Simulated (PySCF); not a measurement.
A run for PySCF: D3(BJ) and D4 dispersion corrections on BH5N2 (SMILES NBN), a point of a torsion scan.

```python
from pyscf import gto
from pyscf.dispersion import dftd3, dftd4

mol = gto.M(
    atom='''
    N     1.24131876   -0.18570575    0.10832732
    B     0.05614826    0.60461226    0.19082575
    N    -0.79632387    0.51222163    1.29520250
    H     1.35684279   -0.81777439   -0.66462352
    H     1.49307778   -0.68266791    0.95365062
    H    -0.26828931    1.25475865   -0.72991590
    H    -0.56823371   -0.01739160    2.12063000
    H    -1.57779152    1.12717694    1.43889151
    ''',
    basis='def2-svp',
    charge=0, spin=0, verbose=0, max_memory=1800)
d3, d4 = {}, {}
for xc in ['hf', 'pbe', 'blyp', 'revpbe', 'tpss', 'r2scan', 'b3lyp', 'pbe0', 'bhlyp', 'camb3lyp', 'b2plyp']:
    d3[xc] = float(dftd3.DFTD3Dispersion(mol, xc=xc, version='d3bj', atm=False).get_dispersion()['energy'])
    print(f'D3(BJ) {xc:10s} {d3[xc]:14.8f} Eh')
for xc in ['hf', 'pbe', 'blyp', 'revpbe', 'tpss', 'r2scan', 'b3lyp', 'pbe0', 'bhlyp', 'camb3lyp', 'b2plyp']:
    d4[xc] = float(dftd4.DFTD4Dispersion(mol, xc={'camb3lyp': 'cam-b3lyp'}.get(xc, xc), atm=True).get_dispersion()['energy'])
    print(f'D4     {xc:10s} {d4[xc]:14.8f} Eh')
```

It printed:

```
D3(BJ) hf            -0.03464309 Eh
D3(BJ) pbe           -0.00383415 Eh
D3(BJ) blyp          -0.00793392 Eh
D3(BJ) revpbe        -0.01027614 Eh
D3(BJ) tpss          -0.00468319 Eh
D3(BJ) r2scan        -0.00100214 Eh
D3(BJ) b3lyp         -0.00641751 Eh
D3(BJ) pbe0          -0.00316080 Eh
D3(BJ) bhlyp         -0.00482445 Eh
D3(BJ) camb3lyp      -0.00265260 Eh
D3(BJ) b2plyp        -0.00281969 Eh
D4     hf            -0.01351177 Eh
D4     pbe           -0.00325559 Eh
D4     blyp          -0.00753075 Eh
D4     revpbe        -0.01225663 Eh
D4     tpss          -0.00442571 Eh
D4     r2scan        -0.00077808 Eh
D4     b3lyp         -0.00522655 Eh
D4     pbe0          -0.00267402 Eh
D4     bhlyp         -0.00349450 Eh
D4     camb3lyp      -0.00263302 Eh
D4     b2plyp        -0.00224978 Eh
```

The run finished.

Cost: roughly 0.020 core-seconds.
